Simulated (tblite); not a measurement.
Species: C8H12P2.
Z-matrix (Å and degrees, GFN2-xTB geometry), rows numbered from 1:
```
C 
C   1  1.5089
P   2  1.7406  1  115.70
C   3  1.7292  2  104.21  1  -178.56
C   4  1.3850  3  129.78  2    -0.14
C   5  1.5161  4  118.44  3  -179.48
C   6  1.5303  5  110.34  4    66.31
C   6  1.5298  5  111.56  4   -57.49
C   5  1.3841  4  123.57  3    -0.39
P   9  1.7317  5  129.79  4     0.25
H   1  1.0918  2  110.15  3    87.68
H   1  1.0895  2  111.04  3   -31.52
H   1  1.0893  2  111.00  3  -153.09
H   4  1.0842  3  112.92  2  -179.92
H   6  1.0959  5  107.99  4  -175.82
H   7  1.0876  6  110.20  5   177.31
H   7  1.0874  6  110.92  5   -62.68
H   7  1.0880  6  110.40  5    57.40
H   8  1.0880  6  110.48  5   -53.68
H   8  1.0877  6  109.99  5  -173.49
H   8  1.0870  6  111.28  5    66.77
H   9  1.0858  5  117.08  4  -179.32
```

Method: GFN2-xTB as coded in tblite; computed harmonic values from a numerical Hessian at the method's own geometry, unscaled. This tight-binding method is rough: wavenumbers can miss measured ones by several per cent, in bad cases by 10 to 20. One conformer, not necessarily the lowest.

Harmonic wavenumbers (cm⁻¹): 32.8, 35.9, 63.2, 150.6, 182.1, 187.3, 217.1, 217.4, 256.7, 292.8, 328.4, 360.1, 370.5, 401.2, 475.5, 583.6, 609.5, 616.2, 785.1, 823.2, 825.0, 864.6, 904.1, 925.0, 946.6, 985.2, 998.8, 1009.6, 1117.8, 1135.7, 1136.0, 1137.5, 1167.2, 1197.0, 1268.0, 1310.0, 1337.2, 1401.5, 1406.0, 1420.3, 1454.5, 1462.0, 1469.1, 1480.0, 1494.0, 1496.5, 1505.3, 1506.3, 2927.3, 2972.7, 3005.6, 3009.0, 3010.1, 3026.7, 3028.5, 3031.3, 3033.1, 3034.7, 3040.5, 3044.8.

A = 1921, B = 613.7, C = 517.9 MHz; mass 170.041 u (most abundant isotopes); point group C1, symmetry number 1.

Problem. What is the zero-point energy?

Solution. Half the sum of the wavenumbers: 38757 cm⁻¹ = 463.64 kJ/mol.

Problem. What is S at 500 K and 1 bar for an ideal gas of classical rigid rotors and harmonic oscillators?

Solution. Translation 183.66, rotation 134.66, vibration 261.95: S = 580.3 J/(mol K).

Problem. And Cp and H(500 K) − H(0)?

Solution. Cp = 276.36 J/(mol K), of which vibrations give 243.10 (their classical limit is 60 R = 498.9); H(500 K) − H(0) = 81.33 kJ/mol without the zero-point energy, 64.70 from vibrations.

Problem. Blend soft modes into free rotors: weight 1/[1 + (100 cm⁻¹/ν̃)⁴] for the oscillator and the rest for a rotor with moment μB/(μ + B), μ = h/(8π²ν), B = 10⁻⁴⁴ kg m². What vibrational entropy results?

Solution. 237.59 J/(mol K) in place of 261.95, which changes −T·S at 500 K by +12.18 kJ/mol.

Problem. How do the functions run with temperature in this model?

Solution. 
```json
{"T (K)": "150", "S (J/(mol K))": "358.9", "Cp (J/(mol K))": "117.9", "H − H(0) (kJ/mol)": "11.42", "G − H(0) (kJ/mol)": "-42.41", "ln q(vib)": "4.54"}
{"T (K)": "250", "S (J/(mol K))": "430.2", "Cp (J/(mol K))": "165.0", "H − H(0) (kJ/mol)": "25.57", "G − H(0) (kJ/mol)": "-81.97", "ln q(vib)": "7.92"}
{"T (K)": "298.15", "S (J/(mol K))": "461.2", "Cp (J/(mol K))": "188.1", "H − H(0) (kJ/mol)": "34.07", "G − H(0) (kJ/mol)": "-103.43", "ln q(vib)": "9.51"}
{"T (K)": "400", "S (J/(mol K))": "523.2", "Cp (J/(mol K))": "235.5", "H − H(0) (kJ/mol)": "55.68", "G − H(0) (kJ/mol)": "-153.60", "ln q(vib)": "12.79"}
{"T (K)": "600", "S (J/(mol K))": "633.8", "Cp (J/(mol K))": "310.4", "H − H(0) (kJ/mol)": "110.72", "G − H(0) (kJ/mol)": "-269.53", "ln q(vib)": "19.01"}
{"T (K)": "900", "S (J/(mol K))": "774.5", "Cp (J/(mol K))": "382.7", "H − H(0) (kJ/mol)": "215.61", "G − H(0) (kJ/mol)": "-481.47", "ln q(vib)": "27.71"}
```

q(vib) and H(0) count from the zero-point level.

Problem. Which modes carry the vibrational entropy at 500 K?

Solution. 32.8 cm⁻¹: 27.94; 35.9 cm⁻¹: 27.19; 63.2 cm⁻¹: 22.50; 150.6 cm⁻¹: 15.33; 182.1 cm⁻¹: 13.78; 187.3 cm⁻¹: 13.55 J/(mol K); the other 54 give 141.65 together.

Problem. What must be added to the electronic energy to get the Gibbs energy at 500 K and 1 bar?

Solution. ZPE + [H(500 K) − H(0)] − T·S = 463.64 + 81.33 − 290.13 = 254.84 kJ/mol.

Hindered rotation and anharmonicity are outside this model. Other conformers, if any are populated, would add a mixing term that is left out. The structure is chiral; the term R ln 2 for an equal mix with its mirror image is left out.
